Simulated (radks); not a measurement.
Task: Species: Zr II. Configuration: [Kr] 4d2 5s1. Method: Dirac Kohn-Sham, Slater X-alpha with alpha = 0.943, spin-unpolarised, spherical densities, finite nucleus; open shells fill j = l - 1/2 first; Fermi nuclear charge, rms radius 4.2694 fm; computed with a radial shooting solver on a logarithmic mesh with Libxc functionals.

Spin-orbit splittings of the eigenvalues, e(l+1/2) - e(l-1/2), with zeta = 2 splitting/(2l+1) and mean radii in bohr:

shell  occ.  splitting (eV)  zeta (eV)  <r> j=l-1/2  <r> j=l+1/2
2p        6           87.36      58.24       0.1379       0.1423
3p        6           14.09      9.393       0.4500       0.4603
3d       10           2.624      1.050       0.4425       0.4459
4p        6           1.903      1.269        1.313        1.343
4d        2               ?          ?        1.959        1.976

Estimate the 4d splitting.

Result: 0.1697 eV (zeta = 0.06787 eV).
